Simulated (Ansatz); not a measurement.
Geometry optimisation, RKS B3LYP-D4/def2-SVPD in Ansatz 0.2.0.

The input (input.yaml):

```yaml
crystal:
  periodic: [false, false, false]
  atoms:
    - { symbol: Al, position_ang: [0.051575, -0.499904, -0.466736] }
    - { symbol: F, position_ang: [0.001652, 0.000353, 2.368464] }
    - { symbol: H, position_ang: [1.37499, 0.19932, -0.87487] }
    - { symbol: F, position_ang: [-1.460094, 0.118154, -0.833829] }
    - { symbol: Cl, position_ang: [0.081353, -2.498403, 0.45792] }
    - { symbol: H, position_ang: [-0.003175, -0.920321, 2.48425] }
basis:
  gaussian: { orbitals: def2-SVPD }
hamiltonian:
  xc: b3lyp
  dispersion: d4
relax:
  f_tol: 0.03
  max_steps: 50
```

Run as:

```bash
$ ansatz run input.yaml --threads 4 --pin off --max-ram 5120MiB --backend cpu --events-out ev --progress --plain --runs-dir out
```

Where does it end, and by what steps?

The forces met the threshold. After 7 steps the energy has fallen by 0.311 eV; F2 moved furthest, 0.52 Å. Joined: Al1–F2 (2.88 → 2.05 Å).

```tsv
step	energy less start (eV)	largest force component (eV/Å)	accepted
0	0.0000	0.777	yes
1	-0.1120	0.400	yes
2	-0.2458	0.683	yes
3	-0.2827	0.654	yes
4	-0.3093	0.135	yes
5	-0.3108	0.086	yes
6	-0.3113	0.038	yes
7	-0.3114	0.025	yes
```

```xyz
6
Properties=species:S:1:pos:R:3
Al 0.064 -0.471 -0.150
F 0.005 -0.005 1.848
H 1.373 0.190 -0.673
F -1.447 0.104 -0.602
Cl 0.086 -2.538 0.506
H -0.035 -0.882 2.207
```

Whether the end is a true minimum wasn't checked by a vibrational analysis.

The run took 13 s on 4 threads of Arm Neoverse V1, on a shared host, peak memory 0.23 GiB.
